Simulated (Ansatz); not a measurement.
Mg2Br2⁺. Charge 1, multiplicity 2. Geometry r2SCAN-D4/def2-SVP; atoms count from 1.

```xyz
4

Mg    1.185    1.129    0.510
Mg   -1.184   -1.134   -0.507
Br    1.178   -0.650   -1.296
Br   -1.180    0.654    1.293
```

The structure comes from a short search, and lower isomers may exist.

Estimate the Mulliken populations from the PBE0/def2-TZVP orbitals of Ansatz.


```json
{"atom": "Mg1", "charge (e)": "0.84", "spin (α − β)": "0.51"}
{"atom": "Mg2", "charge (e)": "0.84", "spin (α − β)": "0.51"}
{"atom": "Br3", "charge (e)": "-0.34", "spin (α − β)": "-0.01"}
{"atom": "Br4", "charge (e)": "-0.34", "spin (α − β)": "-0.01"}
```
Mulliken values and Mayer orders depend strongly on the basis.

Where does the spin sit?

Summed by element: Mg 1.02, Br -0.02, of 1 unpaired in all. Largest on single atoms: Mg2 0.51, Mg1 0.51, Br4 -0.01.

And the Mayer bond orders between bonded heavy atoms (over 0.3)?

Mg1–Mg2 0.33 (3.43 Å); Mg1–Br3 0.54 (2.54 Å); Mg1–Br4 0.54 (2.54 Å); Mg2–Br3 0.54 (2.54 Å); Mg2–Br4 0.54 (2.54 Å).
